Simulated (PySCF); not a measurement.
CH7BFPSi.
Structure used (PBE0-D3(BJ)/def2-SVP), in Å, numbered top down from 1:
```
atom  x, y, z in Å
C1     2.1495    0.3758   -0.4348
B2     0.8727    0.1225    0.4290
F3     0.6457    0.9276    1.4704
P4    -0.3448   -1.3419    0.1883
Si5   -2.3034   -0.2365    0.3288
H6     2.3018   -0.3434   -1.2501
H7     2.0962    1.3905   -0.8665
H8     3.0403    0.3685    0.2172
H9    -0.2511   -1.4642   -1.2280
H10   -3.4021   -1.1677   -0.0657
H11   -2.3724    0.9769   -0.5429
H12   -2.4820    0.1681    1.7527
```

Theory: PBE0-D3(BJ)/def2-SVP geometry optimisation, gas phase (PySCF).

Masses are those of the commonest isotopes; rigid-rotor values at the optimised geometry. The values belong to one conformer with, in the numbering `[CH3:1][B:2]([F:3])[PH:4][SiH3:5]`, C1–B2–P4–Si5 -135°.

Question: What are A, B and C (MHz)?

Answer: Ia = 105.32, Ib = 296.32, Ic = 352.85 u·Å²; 505379 MHz·u·Å²/I gives A = 4799, B = 1706, C = 1432 MHz.

Question: What kind of rotor is it?

Answer: An asymmetric top: κ = (2 × 1706 − 4799 − 1432)/(4799 − 1432) = -0.84.

Question: Is it planar, by Δ = Ic − Ia − Ib?

Answer: Not planar: Δ = Ic − Ia − Ib = -48.79 u·Å². For a rigid frame Δ = −2 Σ m c², so Σ m c² = 24.39 u·Å² lies off the ab plane: 7.22 from hydrogen and 17.18 from heavier atoms. The atom farthest from that plane is 1.71 Å away.

Question: Predict some low-J microwave lines.

Answer: The dipole components are |μa| = 0.67 D, |μb| = 0.56 D, |μc| = 1.23 D. The squared components, which scale the intensities, stand as 0.30 : 0.21 : 1.00 (a : b : c). Some lines, for components of 0.1 D or more:

```
type  branch         J(Ka,Kc)    MHz  lower level (cm⁻¹)
   b       Q  2(1,1) ← 2(0,2)   3657               0.313
   b       R  4(1,3) ← 3(2,2)   4181               1.059
   b       Q  3(2,1) ← 3(1,2)   8966               0.763
   a       R  3(1,3) ← 2(1,2)   8993               0.408
   c       R  2(2,0) ← 1(1,0)  15845               0.217
   c       R  3(2,1) ← 2(1,1)  18779               0.435
   b       R  4(2,3) ← 3(1,2)  21418               0.763
   c       R  4(2,2) ← 3(1,2)  21673               0.763
   c       R  4(2,3) ← 3(1,3)  23057               0.708
   c       R  4(3,2) ← 3(2,2)  28743               1.059
```

Question: Estimate the classical rotational partition function at 10 K, 200 K and 298.15 K.

Answer: Point group C1, symmetry number σ = 1; q = (√π/σ)·√((kT/h)³/(ABC)), k/h = 20836.6 MHz/K: 1560 at 10 K, 139000 at 200 K, 253000 at 298.15 K.

No frequency check. Constants of a rigid frame at the computed geometry: no zero-point averaging, no centrifugal distortion. A rigid rotor knows nothing of internal rotation, which can split or shift real lines. Quadrupole hyperfine structure (11B) is left out.
